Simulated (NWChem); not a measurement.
System: CH3FGe, singlet; SMILES [CH3][Ge][F]

Input file for NWChem:

```
start job
memory heap 200 mb stack 900 mb global 1100 mb
geometry units angstroms noautoz
  Ge     0.444339     0.068653     0.000000
  F     -0.850758     1.267490     0.000000
  C     -0.768104    -1.501585     0.000000
  H     -0.229291    -2.460966     0.000000
  H     -1.424385    -1.451426    -0.886196
  H     -1.424385    -1.451426     0.886196
end
basis spherical
  Ge library def2-svpd
  F library def2-svpd
  C library def2-svpd
  H library def2-svpd
end
dft
  xc xpbe96 cpbe96
  iterations 150
end
tddft
  nroots 8
  notriplet
end
task tddft energy
```

Low-valent species are run as closed-shell singlets; no triplet was tried in these runs. Geometry: optimised at PBE0/def2-SVP.

Vertical excitations in the gas phase.

Question: Give the results of this calculation. (PBE/def2-SVPD, full TDDFT.) Quantities: lowest excitation, singlet (eV); oscillator strength of that lowest state; lowest state with f > 0.02, singlet (eV); oscillator strength of that bright state; orbital gap (eV).

Answer: 
| Quantity | Value |
|---|---|
| lowest excitation, singlet (eV) | 3.02 |
| oscillator strength of that lowest state | 0.019 |
| lowest state with f > 0.02, singlet (eV) | 5.67 |
| oscillator strength of that bright state | 0.069 |
| orbital gap (eV) | 2.56 |
